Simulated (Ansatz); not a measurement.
Basis-set extrapolation for C$_{7}$H$_{5}$NO, SMILES `c1ccc2ocnc2c1` (PBE0-D4/def2-TZVP geometry, frozen core, Ansatz 0.2.0). Multiplicity 1, RHF reference.

|  | def2-TZVPP | def2-QZVPP |
| --- | --- | --- |
| HF | -397.442131 | -397.458584 |
| MP2 correlation | -1.508988 | -1.609824 |
| CCSD(T) correlation | -1.602294 | not run |

Energies in hartree. Use E(X) = E(∞) + A·exp(−7.88·√X) for Hartree–Fock and E(X) = E(∞) + B·X^(−2.97) for correlation, with X = 3 and 4, and add CCSD(T) minus MP2 of the smaller set to the MP2 limit.

**Question.** What is the CCSD(T) energy at the basis-set limit?

**Answer.** HF limit: -397.458584 + (-0.016453) × 0.13774 = -397.46085. MP2 limit: -1.609824 + (-0.100836) × 0.74074 = -1.68452. Higher-order term: -1.602294 − (-1.508988) = -0.09331. Total: -399.23868 hartree, 121.9 kcal/mol below CCSD(T)/def2-TZVPP.
